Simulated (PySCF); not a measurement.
## Computed data sheet: `CSc1nn([SiH3])nc1C`

Species: C4H9N3SSi.
Bonds: C1–S2, S2–C3, C3–N4 (aromatic), N4–N5 (aromatic), N5–Si6, N5–N7 (aromatic), N7–C8 (aromatic), C8–C9, C3–C8 (aromatic). Hydrogens: H10, H11, H12 on C1; H13, H14, H15 on Si6; H16, H17, H18 on C9.

Structural features include: pyridine-type ring nitrogen, pyrrole-type ring nitrogen, sulfide and Si–H bond.

PBE0-D3(BJ)/def2-SVP geometry optimisation, gas phase (PySCF):

| Item | Value |
| --- | --- |
| Rotational constants A, B, C | 1.859, 0.798, 0.566 GHz |

**PBE0/def2-SVPD ground state, ΔSCF and vertical TDDFT (core frozen in the response) (PySCF)**

| Quantity | Value |
| --- | --- |
| Dipole moment | 0.93 D |
| HOMO energy | -6.29 eV |
| LUMO energy | -0.38 eV |
| HOMO–LUMO gap | 5.91 eV |
| Lowest singlet excitation | 5.09 eV (244 nm, f = 0.181) |
| Lowest triplet excitation (Tamm–Dancoff) | 4.00 eV |
| Static isotropic polarisability | 118.3 au |
| Vertical ionisation energy | 8.03 eV |
| Electronic spatial extent ⟨r²⟩ about the centre of nuclear charge | 1959 bohr² |

From B97-2/pcSseg-1 ground state and GIAO shieldings, non-relativistic (PySCF):

| Property | Result |
| --- | --- |
| 13C chemical shifts (computed TMS as zero) by class | 148.9 (C3), 144.8 (C8), 18.5 (C1), 12.2 (C9) ppm |
| 1H chemical shifts (computed TMS as zero) by class | 4.99 (H13/H14/H15), 2.47 (H10/H11/H12), 2.30 (H16/H17/H18) ppm |
| Isotropic shieldings of nuclei other than C and H, by class | -104 (N7), -91 (N4), 9 (N5), 401 (Si6), 535 (S2) ppm |

Monoisotopic mass from the formula: 159.0286 u.

With B = h/(8π²I), that is 505.379 GHz u Å² over I, the principal moments of inertia are 271.9, 633.2 and 892.6 u Å² (most abundant isotopes); the inertial defect Ic − Ia − Ib is -12.5 u Å² (zero for a rigid planar frame, negative otherwise). The principal polarisabilities are 81.9, 123.4 and 149.5 au; their mean is the isotropic value. No computed singlet falls in the visible range (750 to 380 nm, 1.65 to 3.26 eV); S1 lies 1.83 eV above its blue end. The ΔSCF ionisation energy exceeds −ε(HOMO) by 1.74 eV with PBE0. The rotational constants make it an asymmetric top with κ = (2B − A − C)/(A − C) = -0.64, nearer the prolate limit (−1).

 NMR classes are plain means over equivalent atoms (diastereotopic ones count apart unless rotation or inversion swaps them), as if these changed places fast; in this geometry the members of some classes differ.

Conformer computed: `[CH3:1][S:2][c:3]1[n:4][n:5]([SiH3:6])[n:7][c:8]1[CH3:9]`: C1–S2–C3–N4 1°.

One conformer stands for the species.
